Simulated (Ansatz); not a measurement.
Species: H3SiO2, charge 0, doublet. H3SiO2 (SMILES O[SiH]O, doublet).
B3LYP-D3(BJ)/def2-TZVP minimum from Ansatz (a first-principles code):
```
Si
O 1 1.6467
H 2 0.9616 1 117.93
O 1 1.6586 2 107.40 3 47.45
H 4 0.9609 1 117.91 2 -160.24
H 1 1.4943 2 103.97 3 166.06
```
Charge 0, spin multiplicity 2.

Total energies in hartree (Ansatz). Open shells are spin-unrestricted; no spin-orbit coupling. Correlated methods leave the cores frozen. No relativity. For partners of very few electrons the exact lower level stands in for a higher one.

```csv
species,HF/cc-pV(T+d)Z,CCSD(T)/cc-pV(T+d)Z,HF/cc-pV(Q+d)Z,CCSD(T)/cc-pV(Q+d)Z,CCSD(T)/cc-pV(D+d)Z,CCSDT(Q)/cc-pV(D+d)Z
"1: H3SiO2 (SMILES O[SiH]O, doublet)",-440.54017,-441.16238,-440.55816,-441.22564,-440.94762,-440.94965
2: Si (triplet),-288.85649,-288.93344,-288.85845,-288.93781,-288.91643,-288.91690
3: O (triplet),-74.81176,-74.97396,-74.81729,-74.99357,-74.90995,-74.91013
4: H (doublet),-0.49981,-0.49981,-0.49995,-0.49995,-0.49928,-0.49928
```

Q: Work out the atomisation energy (electronic, to ground-state atoms) in kJ/mol: take Hartree-Fock from cc-pV(Q+d)Z, extrapolate the CCSD(T) correlation energy as X^-3 (X = 3, 4), and add CCSDT(Q) - CCSD(T) in cc-pV(D+d)Z. 1 hartree = 2625.5 kJ/mol.

A: 
Species 1: correlation (64·(-0.66748) - 27·(-0.62221))/37 = -0.70051; step -0.00203; E1 = -440.55816 + (-0.70051) + (-0.00203) = -441.26070
Species 2: correlation (64·(-0.07936) - 27·(-0.07695))/37 = -0.08112; step -0.00047; E2 = -288.85845 + (-0.08112) + (-0.00047) = -288.94004
Species 3: correlation (64·(-0.17628) - 27·(-0.16220))/37 = -0.18655; step -0.00018; E3 = -74.81729 + (-0.18655) + (-0.00018) = -75.00402
Species 4: correlation (64·(0.00000) - 27·(0.00000))/37 = 0.00000; step +0.00000; E4 = -0.49995 + (0.00000) + (+0.00000) = -0.49995
-1·E1 +1·E2 +2·E3 +3·E4 = 0.81277 hartree = 2133.9 kJ/mol.
